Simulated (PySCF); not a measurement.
C2H4NO, SMILES C[N]C=O, multiplicity 2. Atoms are numbered in the order given.

```xyz
8

C     -1.4431    -0.2912     0.0727
N     -0.2722    -0.3879    -0.7424
C      0.9345    -0.0495    -0.1804
O      1.0617     0.7697     0.7173
H     -2.1949     0.3400    -0.4335
H     -1.9002    -1.2992     0.1293
H     -1.2492     0.0833     1.0920
H      1.8076    -0.5218    -0.6832
```
Charge 0, spin multiplicity 2.

Geometry optimised at B3LYP-D3(BJ)/def2-SVP. The isomer is the one that the SMILES or the coordinates give; other isomers of the formula were not compared. The values are those of a single conformer.

Calculation: PBE/pcH-1 run with PySCF.

Unrestricted Kohn–Sham, ⟨S²⟩ = 0.756. Hyperfine tensors hold the contact and dipolar terms, without spin-orbit corrections.

Computed hyperfine couplings:
| nucleus | A(iso) (MHz) | A(iso) (G) | dipolar principal values (MHz) |
|---|---|---|---|
| 13C no. 1 | -21.9 | -7.8 | -5.8, -1.4, 7.3 |
| 14N no. 2 | 27.5 | 9.8 | -35.1, -34.3, 69.4 |
| 13C no. 3 | -23.6 | -8.4 | -11.5, 0.9, 10.6 |
| 17O no. 4 | -7.8 | -2.8 | -78.3, 37.2, 41.0 |
| 1H no. 5 | 78.4 | 28.0 | -5.7, -2.5, 8.2 |
| 1H no. 6 | 151.6 | 54.1 | -7.1, -4.5, 11.6 |
| 1H no. 7 | 19.5 | 7.0 | -5.1, -1.8, 6.9 |
| 1H no. 8 | -0.4 | -0.1 | -6.9, -2.6, 9.5 |

**Question.** And the g tensor (effective nuclear charges for spin-orbit coupling, GIAO)? (An estimate is asked for; the answer gives what the named calculation found.)

**Answer.** principal values 2.0033, 2.0046, 2.0115; isotropic 2.0064.
